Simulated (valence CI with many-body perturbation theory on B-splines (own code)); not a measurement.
Values are calculated unless marked as measured or tabulated.
# Pt⁵⁵⁺: input, log and results

The program does CI of the valence electrons with many-body perturbation theory for a frozen closed Dirac-Fock core.

Command, and the settings that its task file holds:

```sh
python run_cv.py task.json out
```

```
atom Pt  Z=78  mass_number=195  rms_radius_fm=5.4270
core [Ar]
valence 3d5
avg = 1
basis = S
breit = 1
cap = 10000
capref = 1200
cscale = 100
de = 0.0
dress = 0
eps = 2e-08
extrap = 1
h = 0.27
hh = 1
l2 = 3
lcore = 6
maxit = 60
n2 = 5
natural = 1
nlev = 20
nno = [3, 3, 3, 3, 1]
nroot = 26
ns = 4
nsp = [3, 3, 2, 2, 0]
pt2 = 1
qed = 0
rpa = 1
s1 = 1
s2 = 1
s3 = 1
screen = 1
tol = 2e-05
whole = 1
```

Log. The first blocks belong to the next ion, which gives the ionisation energy. Fields: 2J, parity (1 odd), roots, reference size, generating configurations, candidates as configurations/state functions, variational space P, stored matrix elements, Davidson steps; e2 is the range of second-order energies in hartree. The first line gives the box (bohr), its intervals, the orbitals and the steps of their self-consistent field. Window is the range of levels sought, series limit the energy at which the first omitted orbital would enter, core excitation an estimate of the first excitation out of the core, left out the lowest levels not solved, and shifts from estimates the range by which levels moved from their first estimate, all in cm⁻¹.

```
rmax 2.0 intervals 55 orbitals 40 references ['3d5', '3d4 4s', '3d4 4p'] scf 4 t 0.7
2J=0 par=0 roots 2 ref 17 generators 4 cand 448/970 P 461/987 nnz 0 it 0
2J=0 par=0 roots 2 ref 17 generators 4 cand 672/1049 P 1133/2036 nnz 0 it 6
   second order: generators 6 cand 783/1840 e2 -0.00001 -0.00001
2J=2 par=0 roots 2 ref 36 generators 3 cand 169/950 P 184/986 nnz 0 it 0
2J=2 par=0 roots 2 ref 36 generators 3 cand 906/3986 P 1090/4972 nnz 5.5e+06 it 5
   second order: generators 4 cand 890/5389 e2 -0.00002 -0.00001
2J=4 par=0 roots 2 ref 51 generators 4 cand 104/830 P 120/881 nnz 0 it 0
2J=4 par=0 roots 2 ref 51 generators 4 cand 616/4106 P 736/4987 nnz 5.7e+06 it 6
   second order: generators 4 cand 498/2780 e2 -0.00045 -0.00017
reference levels 556, estimated 31, window 394558 1/cm; series limit 29258966, core excitation 2537349
2J=5 par=0 roots 8 ref 81 generators 5 cand 48/975 P 228/3515 nnz 3.1e+06 it 9
2J=5 par=0 roots 8 ref 81 generators 5 cand 491/6427 P 719/9942 nnz 2.1e+07 it 7
   second order: generators 5 cand 898/9170 e2 -0.00223 -0.00067
2J=7 par=0 roots 5 ref 72 generators 3 cand 32/762 P 192/3048 nnz 2.5e+06 it 5
2J=7 par=0 roots 5 ref 72 generators 3 cand 484/6780 P 676/9828 nnz 2.2e+07 it 9
   second order: generators 3 cand 894/9557 e2 -0.00256 -0.00165
2J=9 par=0 roots 3 ref 56 generators 3 cand 43/695 P 217/3174 nnz 2.6e+06 it 6
2J=9 par=0 roots 3 ref 56 generators 3 cand 585/6810 P 802/9984 nnz 2.2e+07 it 7
   second order: generators 3 cand 710/7032 e2 -0.00155 -0.00115
2J=11 par=0 roots 3 ref 35 generators 3 cand 49/790 P 245/3066 nnz 2.4e+06 it 4
2J=11 par=0 roots 3 ref 35 generators 3 cand 733/6915 P 978/9981 nnz 2.2e+07 it 6
   second order: generators 3 cand 422/3080 e2 -0.00040 -0.00026
2J=3 par=0 roots 5 ref 67 generators 3 cand 68/825 P 278/3363 nnz 2.7e+06 it 5
2J=3 par=0 roots 5 ref 67 generators 3 cand 701/6625 P 979/9988 nnz 2e+07 it 7
   second order: generators 3 cand 642/5436 e2 -0.00086 -0.00059
2J=1 par=0 roots 3 ref 39 generators 3 cand 166/979 P 547/3517 nnz 2.7e+06 it 4
2J=1 par=0 roots 3 ref 39 generators 3 cand 958/4921 P 1505/8438 nnz 1.4e+07 it 6
   second order: generators 3 cand 54/200 e2 -0.00000 -0.00000
2J=13 par=0 roots 1 ref 18 generators 1 cand 103/902 P 371/3476 nnz 3e+06 it 4
2J=13 par=0 roots 1 ref 18 generators 1 cand 791/5171 P 1162/8647 nnz 1.7e+07 it 5
   second order: generators 1 cand 63/224 e2 -0.00000 -0.00000
left out: unestimated 621541, estimated 436449, shifts from estimates -36 to 168
```

What became of the run, and why?

It gave no result: the setting left no core shell for the response of the core. The program said: "need at least one array to concatenate".
